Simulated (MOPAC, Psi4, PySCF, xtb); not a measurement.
Two rigid molecules brought together: CH4 ··· CH4O (SMILES C and CO). Monomers: optimised at B3LYP-D3(BJ) (def2-TZVP), held rigid. Orientation: lowest of the rigid-body minima from ten starts at GFN2-xTB. Only R, the distance of the centres of mass, is varied, so the lowest point isn't the relaxed dimer.

GFN1-xTB (xtb); RKS-B3LYP/LANL2DZ = PySCF 2.14.0 with restricted B3LYP/LANL2DZ, no counterpoise correction; PM7, restricted, heats of formation (MOPAC); SAPT0/jun-cc-pVDZ, frozen core (Psi4).

Interaction energies in kcal/mol; the last columns give the difference from SAPT0:

```
R / Å  GFN1-xTB  RKS-B3LYP/LANL2DZ    PM7  SAPT0/jun-cc-pVDZ  GFN1-xTB − SAPT0/jun-cc-pVDZ  RKS-B3LYP/LANL2DZ − SAPT0/jun-cc-pVDZ  PM7 − SAPT0/jun-cc-pVDZ
-----  --------  -----------------  -----  -----------------  ----------------------------  -------------------------------------  -----------------------
3.17       3.26               2.35   1.48               3.32                         -0.06                                  -0.97                    -1.85
3.33       0.81               0.51   0.08               1.21                         -0.40                                  -0.70                    -1.13
3.56      -0.63              -0.60  -0.72              -0.16                         -0.47                                  -0.44                    -0.56
3.74      -0.92              -0.84  -0.85              -0.53                         -0.39                                  -0.31                    -0.32
3.90      -0.90              -0.85  -0.81              -0.63                         -0.27                                  -0.23                    -0.18
4.11      -0.73              -0.75  -0.69              -0.60                         -0.13                                  -0.15                    -0.08
4.42      -0.47              -0.53  -0.52              -0.47                          0.00                                  -0.06                    -0.05
4.73      -0.30              -0.34  -0.41              -0.34                          0.04                                   0.00                    -0.06
5.26      -0.16              -0.15  -0.27              -0.19                          0.03                                   0.04                    -0.08
5.95      -0.08              -0.07  -0.14              -0.09                          0.01                                   0.02                    -0.04
6.92      -0.03              -0.03  -0.06              -0.04                          0.01                                   0.01                    -0.03
8.25      -0.01              -0.01  -0.02              -0.01                          0.00                                   0.00                    -0.01
```

GFN1-xTB is furthest from SAPT0/jun-cc-pVDZ at 3.56 (-0.47 kcal/mol, below); its mean absolute difference over the points is 0.15 kcal/mol.

RKS-B3LYP/LANL2DZ is furthest from SAPT0/jun-cc-pVDZ at 3.17 (-0.97 kcal/mol, below); its mean absolute difference over the points is 0.24 kcal/mol.

PM7 is furthest from SAPT0/jun-cc-pVDZ at 3.17 (-1.85 kcal/mol, below); its mean absolute difference over the points is 0.37 kcal/mol.
